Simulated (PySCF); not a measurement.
SMILES [SiH2](Cl)[SiH2][SiH](F)F (H₅ClF₂Si₃), PBE0/def2-SVP optimised geometry.

```
11

Si    -0.58     1.12     0.00
F     -1.04     2.67     0.00
F      1.04     1.12     0.00
Si    -1.26     0.07     1.98
Si     0.19    -1.75     2.23
Cl     0.23    -2.67     0.36
H     -1.04     0.51    -1.27
H     -1.16     1.02     3.13
H     -2.67    -0.41     1.84
H     -0.27    -2.76     3.24
H      1.57    -1.31     2.57
```

Density from PySCF with PBE0/def2-TZVP at that geometry.

Minimum of the electron density along straight lines between bonded atoms, close to the bond critical point (lines longer than 1.1 times the sum of covalent radii, or with two minima, are not listed):

```json
[
 {"bond": "Si1–F2", "length / Å": "1.619", "ρ at the minimum / e bohr⁻³": "0.133", "∇²ρ there / e bohr⁻⁵": "0.91", "position (fraction from the first atom)": "0.42"},
 {"bond": "Si1–F3", "length / Å": "1.621", "ρ at the minimum / e bohr⁻³": "0.132", "∇²ρ there / e bohr⁻⁵": "0.90", "position (fraction from the first atom)": "0.42"},
 {"bond": "Si1–Si4", "length / Å": "2.343", "ρ at the minimum / e bohr⁻³": "0.096", "∇²ρ there / e bohr⁻⁵": "-0.16", "position (fraction from the first atom)": "0.63"},
 {"bond": "Si4–Si5", "length / Å": "2.343", "ρ at the minimum / e bohr⁻³": "0.094", "∇²ρ there / e bohr⁻⁵": "-0.16", "position (fraction from the first atom)": "0.47"},
 {"bond": "Si5–Cl6", "length / Å": "2.084", "ρ at the minimum / e bohr⁻³": "0.093", "∇²ρ there / e bohr⁻⁵": "___", "position (fraction from the first atom)": "0.36"},
 {"bond": "Si1–H7", "length / Å": "1.484", "ρ at the minimum / e bohr⁻³": "0.127", "∇²ρ there / e bohr⁻⁵": "0.13", "position (fraction from the first atom)": "0.49"},
 {"bond": "Si4–H8", "length / Å": "1.496", "ρ at the minimum / e bohr⁻³": "0.117", "∇²ρ there / e bohr⁻⁵": "0.16", "position (fraction from the first atom)": "0.49"},
 {"bond": "Si4–H9", "length / Å": "1.496", "ρ at the minimum / e bohr⁻³": "0.117", "∇²ρ there / e bohr⁻⁵": "0.16", "position (fraction from the first atom)": "0.49"},
 {"bond": "Si5–H10", "length / Å": "1.491", "ρ at the minimum / e bohr⁻³": "0.122", "∇²ρ there / e bohr⁻⁵": "0.14", "position (fraction from the first atom)": "0.49"},
 {"bond": "Si5–H11", "length / Å": "1.490", "ρ at the minimum / e bohr⁻³": "0.122", "∇²ρ there / e bohr⁻⁵": "0.13", "position (fraction from the first atom)": "0.49"}
]
```

Q: Some entries are withheld; supply them.

A: 
- Si5–Cl6, ∇²ρ there / e bohr⁻⁵: 0.21
